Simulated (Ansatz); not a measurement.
Calculated with Ansatz (gas phase, PBE0-D4/def2-TZVP geometries, no zero-point term in ΔE). CBS: MP2 limit from def2 TZ/QZ plus the TZ coupled-cluster correction, frozen cores. Functionals use def2-TZVPP. For Br outer-core shells are correlated without core-valence functions, which leaves a few kJ/mol of doubt a bond. Scalar relativity is left out up to krypton. One conformer a species, not always the lowest.

Reaction (ligand exchange at the Si–C bond): `C=C([SiH3])Br` + `OB(S)Cl` → `[SiH3]OB(S)Cl` + `C=CBr`

```csv
level,ΔE (kJ/mol)
ωB97M-V,-76.8
PBE,-65.6
MP2/def2-TZVPP,-77.2
MP2/CBS(def2),-77.2
```

Question: What does CCSD(T)/CBS give? (Best estimate.)

Answer: Computed: -77.5 kJ/mol. The listed levels differ from it by 0.7, 11.9, 0.3, 0.3 kJ/mol.

Largest T1 diagnostic among the species: 0.012.

From PBE to PBE0 (25 % exact exchange), in def2-TZVPP and without D4, ΔE moves by −5.3 kJ/mol. In def2-TZVPP, CCSD(T) changes the Hartree–Fock value by +19.9 kJ/mol (the triples alone add +3.3 kJ/mol) and MP2 by +20.2 kJ/mol.
